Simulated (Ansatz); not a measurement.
The same path of CH₅AsOSi (9 atoms, charge 0, multiplicity 1) was run twice with different band settings. The coordinate that changes most is the dihedral H5–As1–Si2–H7.

Theory: RKS B3LYP-D4/def2-mTZVP in Ansatz 0.2.0.

Relaxed end points:

```xyz
9
Properties=species:S:1:pos:R:3
As -1.171 1.743 0.168
Si 0.466 0.040 0.037
C -0.036 -1.689 -0.245
O 0.278 -1.220 1.132
H -0.583 2.461 -1.050
H -0.312 2.574 1.125
H 1.862 0.460 -0.223
H 0.664 -2.441 -0.599
H -1.079 -1.973 -0.362
```

```xyz
9
Properties=species:S:1:pos:R:3
As -0.918 1.783 0.971
Si 0.530 -0.028 0.498
C 0.212 -1.337 -0.730
O -0.130 -1.557 0.706
H -1.787 1.484 -0.249
H -0.035 2.757 0.188
H 1.890 0.176 1.049
H 0.992 -2.008 -1.079
H -0.665 -1.317 -1.371
```

Common settings: movable images 9; climbing image yes; spring 5.0 eV/Å²; start path IDPP; force threshold 0.03 eV/Å; end points relaxed.

| run | optimiser | iteration limit |
| --- | --- | --- |
| 1 | quadratic models (default) | 48 |
| 2 | lbfgs | 60 |

Problem. What does each run give, and how far can it be trusted?

Solution. Run 1: converged after 5 iterations, highest image 0.025 eV above the first end. A vibrational analysis at the climbing image gives one clearly imaginary mode, 103i cm⁻¹: a first-order saddle point.
Run 2: converged after 32 iterations, highest image 0.025 eV above the first end. Another band between the same ends (9 images) ends at a top of the same energy, where a vibrational analysis finds 1 clearly imaginary mode.
